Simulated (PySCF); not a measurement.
C₄H₄N, SMILES C1=C[N]C=C1 (connectivity only; charge and spin as stated), charge -1, multiplicity 1.

Coordinates come from a B3LYP-D3(BJ)/def2-SVPD optimisation. The spin state was assumed, not searched. The isomer is the one that the SMILES or the coordinates give; other isomers of the formula were not compared.

Level of theory: M06-2X/def2-SVPD (PySCF).

Symmetry labels are those of the subgroup C2v that the program uses (full group C2v).

Task: List the valence orbital energies around the gap with their symmetry. (The exact figures need the calculation; the answer reports its results.)

Result: 
| orbital | symmetry | energy (eV) |
|---|---|---|
| HOMO−7 | A1 | -9.96 |
| HOMO−6 | B2 | -6.76 |
| HOMO−5 | B1 | -6.50 |
| HOMO−4 | B2 | -6.36 |
| HOMO−3 | A1 | -6.21 |
| HOMO−2 | A1 | -3.10 |
| HOMO−1 | B1 | -1.91 |
| HOMO | A2 | -1.26 |
| LUMO | A1 | 5.60 |
| LUMO+1 | B2 | 5.87 |
| LUMO+2 | A1 | 6.04 |
| LUMO+3 | B2 | 6.57 |
